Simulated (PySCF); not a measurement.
PySCF input (HF/def2-TZVPD):

```python
from pyscf import gto, scf, dft

mol = gto.M(
    atom='''
    C    -2.03777160   -0.16937816    0.02863602
    C    -0.80155869    0.24959402   -0.78959506
    C     0.41194753   -0.59836031   -0.56218718
    C     1.40738607   -0.23961307    0.32359163
    O     1.50773531    0.79975492    1.04096261
    H    -2.32798233   -1.19876945   -0.20612753
    H    -2.90571636    0.47960169   -0.16174131
    H    -1.80316366   -0.12924215    1.09445665
    H    -0.54746423    1.27900230   -0.51459585
    H    -1.08846548    0.26583824   -1.85317233
    H     0.49335769   -1.55348122   -1.07510310
    H     2.23753221   -0.99444365    0.38591000
    ''',
    basis='def2-tzvpd',
    charge=-1,
    spin=0,
    verbose=4,
)

mf = scf.RHF(mol).density_fit(auxbasis='def2-universal-jkfit')
mf.conv_tol = 1e-9
mf.max_cycle = 100
mf.max_memory = 1500
mf.kernel()
if not mf.converged:
    mf = mf.newton()
    mf.kernel(mf.make_rdm1())
mf.analyze()
```

Output:

```
PySCF version 2.14.0

[INPUT] verbose = 4
[INPUT] num. atoms = 12
[INPUT] num. electrons = 40
[INPUT] charge = -1
[INPUT] spin (= nelec alpha-beta = 2S) = 0
[INPUT] symmetry False subgroup None
[INPUT] Mole.unit = angstrom
[INPUT] Symbol           X                Y                Z      unit          X                Y                Z       unit  Magmom
[INPUT]  1 C     -2.037771600000  -0.169378160000   0.028636020000 AA   -3.850830228417  -0.320078333883   0.054114235098 Bohr   0.0
[INPUT]  2 C     -0.801558690000   0.249594020000  -0.789595060000 AA   -1.514726396865   0.471664340129  -1.492118412710 Bohr   0.0
[INPUT]  3 C      0.411947530000  -0.598360310000  -0.562187180000 AA    0.778468009391  -1.130737109710  -1.062379800942 Bohr   0.0
[INPUT]  4 C      1.407386070000  -0.239613070000   0.323591630000 AA    2.659574223828  -0.452803078166   0.611499556902 Bohr   0.0
[INPUT]  5 O      1.507735310000   0.799754920000   1.040962610000 AA    2.849206804236   1.511317765573   1.967134238812 Bohr   0.0
[INPUT]  6 H     -2.327982330000  -1.198769450000  -0.206127530000 AA   -4.399249026527  -2.265345946995  -0.389524578433 Bohr   0.0
[INPUT]  7 H     -2.905716360000   0.479601690000  -0.161741310000 AA   -5.491008116068   0.906315842979  -0.305646778928 Bohr   0.0
[INPUT]  8 H     -1.803163660000  -0.129242150000   1.094456650000 AA   -3.407485475168  -0.244232267250   2.068223323709 Bohr   0.0
[INPUT]  9 H     -0.547464230000   1.279002300000  -0.514595850000 AA   -1.034557457696   2.416964059689  -0.972445221338 Bohr   0.0
[INPUT] 10 H     -1.088465480000   0.265838240000  -1.853172330000 AA   -2.056901653243   0.502361467036  -3.501988165322 Bohr   0.0
[INPUT] 11 H      0.493357690000  -1.553481220000  -1.075103100000 AA    0.932310915548  -2.935654045455  -2.031650414671 Bohr   0.0
[INPUT] 12 H      2.237532210000  -0.994443650000   0.385910000000 AA    4.228323071793  -1.879226144813   0.729264208731 Bohr   0.0

nuclear repulsion = 163.820665508409
number of shells = 101
number of NR pGTOs = 340
number of NR cGTOs = 251
basis = def2-tzvpd
ecp = {}

******** <class 'pyscf.df.df_jk.DFRHF'> ********
method = DFRHF
initial guess = minao
damping factor = 0
level_shift factor = 0
DIIS = <class 'pyscf.scf.diis.CDIIS'>
diis_start_cycle = 1
diis_space = 8
diis_damp = 0
SCF conv_tol = 1e-09
SCF conv_tol_grad = None
SCF max_cycles = 100
direct_scf = False
Set gradient conv threshold to 3.16228e-05
Initial guess from minao.
******** <class 'pyscf.df.df.DF'> ********
auxbasis = def2-universal-jkfit
init E= -231.107348912877
  HOMO = -0.193694627448647  LUMO = 0.0521593409638194  gap/eV = 6.69003
cycle= 1 E= -230.324630242099  delta_E= 0.783  |g|= 0.753  |ddm|= 2.77
  HOMO = 0.00620799409867262  LUMO = 0.187540851506355  gap/eV = 4.93432
cycle= 2 E= -230.39503158678  delta_E= -0.0704  |g|= 0.616  |ddm|= 2.69
  HOMO = -0.0685878634367576  LUMO = 0.193736391115201  gap/eV = 7.13821
cycle= 3 E= -230.463584793271  delta_E= -0.0686  |g|= 0.0746  |ddm|= 1.07
  HOMO = -0.0827761440806576  LUMO = 0.196911594813498  gap/eV = 7.61069
cycle= 4 E= -230.465726251467  delta_E= -0.00214  |g|= 0.026  |ddm|= 0.328
  HOMO = -0.0775055063882704  LUMO = 0.197230267081625  gap/eV = 7.47594
cycle= 5 E= -230.465958555698  delta_E= -0.000232  |g|= 0.00728  |ddm|= 0.169
  HOMO = -0.0779491858866841  LUMO = 0.197264213761945  gap/eV = 7.48894
cycle= 6 E= -230.46601037496  delta_E= -5.18e-05  |g|= 0.00363  |ddm|= 0.0692
[...]
cycle= 12 E= -230.46602431974  delta_E= -1.19e-10  |g|= 5.27e-06  |ddm|= 0.000138
  HOMO = -0.0776450179767672  LUMO = 0.197472727815202  gap/eV = 7.48634
Extra cycle  E= -230.466024319752  delta_E= -1.23e-11  |g|= 3.43e-06  |ddm|= 4.66e-05
converged SCF energy = -230.466024319752
**** SCF Summaries ****
Total Energy =                        -230.466024319752137
Nuclear Repulsion Energy =             163.820665508408524
One-electron Energy =                 -645.637373481961049
Two-electron Energy =                  251.350683653800417
Two-electron Coulomb Energy =          283.033411280210828
DFT Exchange-Correlation Energy =      -31.682727626410411
HOMO-LUMO gap [eV] =                     7.486335181697512
**** MO energy ****
MO #1   energy= -20.2701018530952  occ= 2
MO #2   energy= -11.0742070824241  occ= 2
MO #3   energy= -11.0584423833833  occ= 2
MO #4   energy= -11.0458093561303  occ= 2
MO #5   energy= -10.983375262763   occ= 2
MO #6   energy= -1.09364578421534  occ= 2
MO #7   energy= -0.874727865536837 occ= 2
MO #8   energy= -0.765727256478879 occ= 2
MO #9   energy= -0.660935612082376 occ= 2
MO #10  energy= -0.512912085397076 occ= 2
MO #11  energy= -0.463806740113469 occ= 2
MO #12  energy= -0.4169148665202   occ= 2
MO #13  energy= -0.404017925574993 occ= 2
MO #14  energy= -0.35757238494715  occ= 2
MO #15  energy= -0.346729422079118 occ= 2
MO #16  energy= -0.314312811469367 occ= 2
MO #17  energy= -0.289859566669645 occ= 2
MO #18  energy= -0.284286295067934 occ= 2
MO #19  energy= -0.172970033048518 occ= 2
MO #20  energy= -0.0776450179767672 occ= 2
MO #21  energy= 0.197472727815202  occ= 0
MO #22  energy= 0.21224464830583   occ= 0
MO #23  energy= 0.221264948234967  occ= 0
MO #24  energy= 0.224016141845697  occ= 0
MO #25  energy= 0.256459588296049  occ= 0
MO #26  energy= 0.271945088179094  occ= 0
MO #27  energy= 0.274496129714198  occ= 0
MO #28  energy= 0.288757291354708  occ= 0
MO #29  energy= 0.301876619687639  occ= 0
MO #30  energy= 0.322229360287055  occ= 0
MO #31  energy= 0.33187157532203   occ= 0
MO #32  energy= 0.332589709415433  occ= 0
MO #33  energy= 0.349644924943179  occ= 0
MO #34  energy= 0.361161574496811  occ= 0
MO #35  energy= 0.373807487253827  occ= 0
MO #36  energy= 0.386927808348079  occ= 0
MO #37  energy= 0.390032748903923  occ= 0
MO #38  energy= 0.397959767673873  occ= 0
MO #39  energy= 0.418133826289042  occ= 0
MO #40  energy= 0.426399432452411  occ= 0
MO #41  energy= 0.447413042832383  occ= 0
MO #42  energy= 0.452348191966888  occ= 0
MO #43  energy= 0.45844692114051   occ= 0
MO #44  energy= 0.472391447401888  occ= 0
MO #45  energy= 0.476458886297306  occ= 0
MO #46  energy= 0.482154925850577  occ= 0
MO #47  energy= 0.49239515304825   occ= 0
MO #48  energy= 0.509255536537985  occ= 0
MO #49  energy= 0.511011304448018  occ= 0
MO #50  energy= 0.517531309158631  occ= 0
MO #51  energy= 0.534504781178352  occ= 0
MO #52  energy= 0.536028802533892  occ= 0
MO #53  energy= 0.550739516467988  occ= 0
MO #54  energy= 0.55382565425672   occ= 0
MO #55  energy= 0.558316409161201  occ= 0
MO #56  energy= 0.574488650702856  occ= 0
MO #57  energy= 0.579809060781692  occ= 0
MO #58  energy= 0.583252558456474  occ= 0
MO #59  energy= 0.591285784735627  occ= 0
MO #60  energy= 0.598055273586124  occ= 0
MO #61  energy= 0.607058198033115  occ= 0
MO #62  energy= 0.615699377417871  occ= 0
MO #63  energy= 0.620715550404109  occ= 0
MO #64  energy= 0.634328101645097  occ= 0
MO #65  energy= 0.647142738074427  occ= 0
MO #66  energy= 0.654460964343921  occ= 0
MO #67  energy= 0.655995725045448  occ= 0
MO #68  energy= 0.659402565785697  occ= 0
MO #69  energy= 0.669765531520867  occ= 0
MO #70  energy= 0.679756235126755  occ= 0
MO #71  energy= 0.681532745551179  occ= 0
MO #72  energy= 0.699218014343615  occ= 0
MO #73  energy= 0.714502522591913  occ= 0
MO #74  energy= 0.727535867110671  occ= 0
MO #75  energy= 0.729998159558803  occ= 0
MO #76  energy= 0.743205700150046  occ= 0
MO #77  energy= 0.757817327027024  occ= 0
MO #78  energy= 0.781298409519938  occ= 0
MO #79  energy= 0.790747401539674  occ= 0
MO #80  energy= 0.813852036480458  occ= 0
MO #81  energy= 0.816322028445803  occ= 0
MO #82  energy= 0.830609911605722  occ= 0
MO #83  energy= 0.839971135663073  occ= 0
MO #84  energy= 0.864341247800132  occ= 0
MO #85  energy= 0.881196589971006  occ= 0
MO #86  energy= 0.898629235417552  occ= 0
MO #87  energy= 0.902812990539182  occ= 0
MO #88  energy= 0.921346736229682  occ= 0
MO #89  energy= 0.937281189633143  occ= 0
MO #90  energy= 0.949245491328682  occ= 0
MO #91  energy= 0.966584478372928  occ= 0
MO #92  energy= 0.972421574309664  occ= 0
MO #93  energy= 0.98644239877142   occ= 0
MO #94  energy= 0.996377753299533  occ= 0
MO #95  energy= 1.00154546430631   occ= 0
MO #96  energy= 1.01422550420177   occ= 0
MO #97  energy= 1.01790662989365   occ= 0
MO #98  energy= 1.03440489094017   occ= 0
MO #99  energy= 1.03996518366107   occ= 0
MO #100 energy= 1.06190450960774   occ= 0
MO #101 energy= 1.06898397400079   occ= 0
MO #102 energy= 1.07368666526996   occ= 0
MO #103 energy= 1.09376565855242   occ= 0
MO #104 energy= 1.1239176228044    occ= 0
MO #105 energy= 1.13984809051201   occ= 0
MO #106 energy= 1.14451648256876   occ= 0
MO #107 energy= 1.15364434290424   occ= 0
[...]
```

It need not be the lowest isomer of its formula. Whether it binds its extra electron was not tested at this geometry.
